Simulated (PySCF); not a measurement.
## Electronic absorption of C2H8F2N2Si2

Species: C2H8F2N2Si2.
SMILES: `C=N[Si@@H](N[SiH2]CF)F`

The calculation used PySCF 2.14.0, density-fitted response routines, TDDFT CAM-B3LYP/def2-SVPD, vertical, gas phase, core orbitals frozen in the response. Geometry: GFN2-xTB, one conformer, isolated molecule. GFN2-xTB frequencies show an imaginary mode (61i cm⁻¹), so this geometry is no minimum at that level. Torsions of this conformer, `[CH2:1]=[N:2][Si@H:3]([F:4])[NH:5][SiH2:6][CH2:7][F:8]`: C1–N2–Si3–F4 -42°, N2–Si3–N5–Si6 172°, Si3–N5–Si6–C7 12°, N5–Si6–C7–F8 62°.

Q: What does the calculation give for the low-lying excited states?

A: 

```tsv
state	E (eV)	E (hartree)	f	|μ| (D)	main configurations (H = HOMO, L = LUMO)
S1	3.95	0.1452	0.0001	0.10	H→L (89%), H-1→L (8%)
S2	6.40	0.2353	0.064	1.62	H-1→L (85%), H→L (9%)
S3	6.92	0.2542	0.0070	0.52	H→L+2 (34%), H→L+1 (33%), H→L+3 (22%)
S4	6.96	0.2557	0.032	1.09	H-1→L+1 (42%), H-1→L+2 (22%), H→L+1 (16%)
S5	7.54	0.2769	0.011	0.62	H-1→L+2 (34%), H→L+3 (14%), H-1→L+3 (12%)
S6	7.65	0.2812	0.101	1.87	H→L+1 (29%), H-1→L+1 (24%), H→L+2 (22%)
S7	7.80	0.2865	0.013	0.67	H-2→L (27%), H→L+5 (11%), H-1→L+5 (9%)
S8	7.83	0.2876	0.017	0.76	H-2→L (23%), H→L+6 (13%), H-1→L+4 (11%)
```

Triplets (Tamm–Dancoff): T1 3.36 eV, H→L (87%), H-1→L (9%); T2 5.11 eV, H-3→L (52%), H-6→L (13%), H-5→L (11%); T3 6.21 eV, H-1→L (76%), H→L (9%).

The lowest singlet lies at 3.95 eV (314 nm, ultraviolet) and is dark (f under 0.0005); its leading configuration is HOMO→LUMO (89%). The most intense listed level is S6 at 7.65 eV (162 nm, f = 0.101), 3.70 eV above S1. Löwdin shares by element: HOMO nitrogen 58%, carbon 15% or more, silicon 7% or more (atoms not listed hold the other 20%); LUMO carbon 40% or more, nitrogen 32% or more, silicon 8% or more, hydrogen 7% or more. The oscillator strengths of these states sum to 0.245; summed over the whole spectrum of an exact calculation they would give the number of electrons, 80 (Thomas–Reiche–Kuhn). The listed states span 3.87 eV, and the widest gap between neighbours is 2.45 eV (S1 to S2). Orbital energies (eV): HOMO-3 -11.27, HOMO-2 -10.07, HOMO-1 -9.27, HOMO -8.76, LUMO -0.16, LUMO+1 1.21, LUMO+2 1.27. Singlets were solved by full linear response, triplets in the Tamm–Dancoff approximation.
